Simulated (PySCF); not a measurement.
IK, charge -1, doublet, at the geometry of the source list (a state made from the parent by changing its charge; the spin is typed, not shown lowest) (core potentials on I). Base run: HF/def2-SV(P) in PySCF.

Here is a job for PySCF.
```python
from pyscf import gto, scf

mol = gto.Mole()
mol.atom = '''
    K    -1.05890000   -0.75220000   -0.90220000
    I     1.05890000    0.75220000    0.90220000
'''
mol.basis = 'def2-sv(p)'
mol.ecp = {'I': 'def2-sv(p)'}
mol.charge = -1
mol.spin = 1
mol.verbose = 4
mol.build()

mf = scf.UHF(mol)
mf.kernel()
mo_i, mo_e, stable_i, stable_e = mf.stability(internal=True, external=True, return_status=True, nroots=6, tol=1e-6)
print('internally stable:', stable_i, ' externally stable:', stable_e)
if not stable_i:
    umf = mf.copy()
    umf.scf_summary = {}
    umf.kernel(umf.make_rdm1(mo_i, mf.mo_occ))
mf.analyze()
```

The bond that is stretched is that between atoms 2 and 1. A test that says stable can miss a lower solution.

Variants of this job, named by their change:

```
change       ΔE vs base (kcal/mol)  <S^2>  stability test says
-----------  ---------------------  -----  -------------------
base                         0.000  0.750               stable
bond × 1.25                   3.28  0.750               stable
bond × 1.5                   10.49  0.750               stable
bond × 1.8                   16.38  0.750               stable
bond × 2.2                   20.20  0.750               stable
bond × 3.0                   22.34  0.750               stable
```

On stretching, the SCF can end on different states; <S^2> shows the spin contamination of each.
